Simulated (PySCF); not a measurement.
C₃H₆O₂S₂Si.
Structure used (GFN2-xTB), in Å, numbered top down from 1:
```xyz
14
C3H6O2S2Si angstrom
O      3.6862    0.2632   -0.2529
C      3.2361    0.0167    0.8203
O      1.9598    0.0574    1.1377
Si     0.7421    0.4074    0.0837
S     -0.2401   -1.3471   -0.6300
C     -1.8550   -0.9780    0.1570
C     -2.1022    0.5082    0.2672
S     -0.7895    1.3115    1.2480
H      3.8378   -0.2779    1.6954
H      1.1585    1.2525   -1.0175
H     -1.8518   -1.4447    1.1417
H     -2.6134   -1.4518   -0.4650
H     -2.1285    0.9812   -0.7137
H     -3.0407    0.7010    0.7858
```

Theory: PySCF 2.14.0, density-fitted response routines, TDDFT CAM-B3LYP/def2-SVPD, vertical, gas phase, core orbitals frozen in the response.

Ground-to-excited transition dipoles (e·a0, same axes as the geometry; the sign carries no meaning), for the states with f of 0.002 or more among the lowest 8:

```json
{"state": "S2", "E (hartree)": "0.2014", "μx": "-0.124", "μy": "-0.135", "μz": "0.033"}
{"state": "S4", "E (hartree)": "0.2334", "μx": "-0.172", "μy": "0.135", "μz": "-0.240"}
{"state": "S5", "E (hartree)": "0.2390", "μx": "0.176", "μy": "0.160", "μz": "-0.134"}
{"state": "S6", "E (hartree)": "0.2545", "μx": "0.117", "μy": "0.024", "μz": "0.186"}
{"state": "S7", "E (hartree)": "0.2566", "μx": "-0.019", "μy": "0.045", "μz": "-0.300"}
{"state": "S8", "E (hartree)": "0.2589", "μx": "0.000", "μy": "0.394", "μz": "-0.083"}
```

(1) Work out the oscillator strengths.

(2) Which bond between heavy atoms lies closest to the direction of the S8 transition dipole?

(3) What angle do the transition dipoles of S4 and S8 make?

(4) How is the summed strength of these states shared among x, y and z?

(5) What peak molar absorption coefficient would the strongest computed level give as a lone Gaussian band 0.5 eV wide at half height?

Answers

(1) f = (2/3) ΔE |μ|² with ΔE in hartree (27.2114 eV).

| state | \|μ\|² (au) | \|μ\| (D) | f |
| --- | --- | --- | --- |
| S2 | 0.035 | 0.47 | 0.005 |
| S4 | 0.105 | 0.82 | 0.016 |
| S5 | 0.075 | 0.69 | 0.012 |
| S6 | 0.049 | 0.56 | 0.008 |
| S7 | 0.093 | 0.77 | 0.016 |
| S8 | 0.162 | 1.02 | 0.028 |

(2) C6–C7, at 19° from it; next Si4–S5 at 43°.

(3) |cos θ| = |μa·μb| / (|μa| |μb|) = 0.56, so θ ≈ 56° (taken between 0 and 90°, since the signs are arbitrary).

(4) (2/3) Σ ΔE μα² gives 0.014 for x, 0.037 for y and 0.035 for z, 0.085 in all.

(5) ε(max) = 2.175×10⁸ f / FWHM, with the width in cm⁻¹. S8: 2.175×10⁸ × 0.0280 / 4033 ≈ 1500 L mol⁻¹ cm⁻¹.

Time: 61 s wall. Hardware: Arm Neoverse V2, one thread (shared host).

One conformer stands for the species.
